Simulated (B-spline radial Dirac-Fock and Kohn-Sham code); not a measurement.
**L1 edges in EELS at 100 kV and 5 mrad, Ne to Sn**

The computed values come from a radial atomic solver: the first Born approximation with generalised oscillator strengths from a Dirac-Hartree-Slater potential (longitudinal and transverse terms; continuum final states only, so no white lines or fine structure). Partial cross sections in barn for windows above the edge. Edges are tabulated values, any marked * orbital energies of the model.

| Z | element | edge (eV) | Δ = 50 eV | Δ = 100 eV | Δ = 200 eV |
| --- | --- | --- | --- | --- | --- |
| 10 | Ne | 42.10* | 16700 | 23700 | 27600 |
| 13 | Al | 117.8 | 5410 | 8100 | 10300 |
| 19 | K | 378.6 | 491 | 834 | 1250 |
| 24 | Cr | 696.0 | 90.3 | 162 | 263 |
| 26 | Fe | 844.6 | 48.8 | 88.4 | 147 |
| 27 | Co | 925.1 | 36.4 | 66.3 | 111 |
| 32 | Ge | 1414.6 | 8.45 | 15.9 | 28.0 |
| 34 | Se | 1652.0 | 4.71 | 8.96 | 16.1 |
| 35 | Br | 1782.0 | 3.54 | 6.77 | 12.2 |
| 40 | Zr | 2532.0 | 0.940 | 1.81 | 3.33 |
| 41 | Nb | 2698.0 | 0.735 | 1.42 | 2.63 |
| 42 | Mo | 2866.0 | 0.579 | 1.12 | 2.08 |
| 44 | Ru | 3224.0 | 0.363 | 0.702 | 1.32 |
| 46 | Pd | 3604.0 | 0.229 | 0.446 | 0.848 |
| 50 | Sn | 4465.0 | 0.0976 | 0.191 | 0.365 |
